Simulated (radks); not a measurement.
Valence configurations of Br+ (all share [Ar]). All-electron calculation, Dirac Kohn-Sham, PBE, spin-unpolarised, spherical densities, finite nucleus; open shells fill j = l - 1/2 first; Fermi nuclear charge, rms radius 4.1629 fm. Program: a radial shooting solver on a logarithmic mesh with Libxc functionals. Order these by energy: 3d10 4s1.5 4p4.5; 3d9 4s1 4p6; 3d10 4s1 4p5; 3d10 4p6; 3d9 4s2 4p5; 3d8.5 4s2 4p5.5; 3d9.5 4s1 4p5.5; 3d8 4s2 4p6; 3d9.5 4s2 4p4.5; 3d10 4s2 4p4.

Answer. From the lowest, in eV above it: 3d10 4s2 4p4 0.000; 3d10 4s1.5 4p4.5 6.567; 3d10 4s1 4p5 13.177; 3d10 4p6 26.521; 3d9.5 4s2 4p4.5 31.409; 3d9.5 4s1 4p5.5 45.048; 3d9 4s2 4p5 65.572; 3d9 4s1 4p6 79.659; 3d8.5 4s2 4p5.5 102.55; 3d8 4s2 4p6 142.41. NIST lists [Ar] 3d10 4s2 4p4 as the ground configuration; this level of theory agrees among the configurations tried. The energies are those of spherical spin-averaged densities, not of single terms.
